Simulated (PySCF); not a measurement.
Isomers of C2H2OSi. Isolated molecules, 0 K electronic values unless said otherwise. Strings in code marks are SMILES.

The T1 excitation (TDA) from two functionals at the same geometries (PBE0-D3(BJ)/def2-TZVP), both in PySCF: PBE-D3(BJ)/def2-TZVP and ωB97X-D3(BJ)/def2-TZVP. Excitations are Tamm–Dancoff values on a coarser integration grid. The basis has no diffuse functions, so Rydberg states are missing or too high.

```
species         PBE-D3(BJ)/def2-TZVP (eV)  ωB97X-D3(BJ)/def2-TZVP (eV)
--------------  -------------------------  ---------------------------
`O=[si]1cc1`                         3.75                         4.51
`[SiH](=O)C#C`                       3.26                         4.20
`O=C=C=[SiH2]`                       2.03                         2.40
```

Over these rows, drawn at random from the members with no instability flagged (it was tested for open shells, ions and some series alone), PBE minus ωB97X-D3(BJ): mean -0.69 eV, from -0.93 eV to -0.37 eV.
